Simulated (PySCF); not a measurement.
A drawing and its optimised geometry.

C7H9P3. Drawn bonds (atoms numbered from 1): C1–C2, C2–P3, P3–C4, C4–P5, P5–C6, C6–C7, C7–C8, C8–C9, C6–P10, C2–P10, C7–C9, C1–H11, C1–H12, C1–H13, C4–H14, C7–H15, C8–H16, C8–H17, C9–H18, C9–H19.

Geometry after optimisation with GFN2-xTB (Å):

```
atom  x, y, z in Å
C1     3.203   -1.114   -1.358
C2     2.223   -0.295   -0.587
P3     2.540    0.477    0.880
C4     0.817    1.145    0.974
P5     0.038    1.874   -0.591
C6    -0.250    0.310    0.355
C7    -1.489   -0.188    0.988
C8    -2.696   -0.420    0.128
C9    -2.690    0.707    1.109
P10    0.512   -0.166   -1.260
H11    2.884   -2.158   -1.389
H12    3.262   -0.762   -2.389
H13    4.194   -1.064   -0.909
H14    0.559    1.668    1.896
H15   -1.303   -0.885    1.798
H16   -3.313   -1.283    0.325
H17   -2.601   -0.177   -0.921
H18   -2.599    1.713    0.723
H19   -3.300    0.628    1.996
```

Here a drawn bond counts as lost beyond 1.3 times the sum of covalent radii plus 0.1 Å; another pair counts as a new contact within 1.08 times that sum, or 1.2 times among H, C, N, O, F, S and Cl. Covalent radii used (Å): C 0.73, H 0.31, P 1.07.

Which drawn bonds no longer describe this geometry, and which new contacts appear?

No drawn bond is lost. New contacts: C4–C6 (1.49 Å; radii sum 1.46 Å) and P5–P10 (2.20 Å; radii sum 2.14 Å). The tight-binding optimisation can itself be at fault, so a check at a higher level is due before the drawing is dismissed.

How long is each drawn bond in this geometry?

```csv
drawn bond,length (Å),over radii sum
C1–C2,1.493,1.02
C2–P3,1.687,0.94
P3–C4,1.850,1.03
C4–P5,1.895,1.05
P5–C6,1.851,1.03
C6–C7,1.477,1.01
C7–C8,1.500,1.03
C8–C9,1.495,1.02
C6–P10,1.848,1.03
C2–P10,1.842,1.02
C7–C9,1.503,1.03
C1–H11,1.091,1.05
C1–H12,1.091,1.05
C1–H13,1.088,1.05
C4–H14,1.090,1.05
C7–H15,1.085,1.04
C8–H16,1.079,1.04
C8–H17,1.081,1.04
C9–H18,1.081,1.04
C9–H19,1.079,1.04
```

The numbers are calculated, not measured.
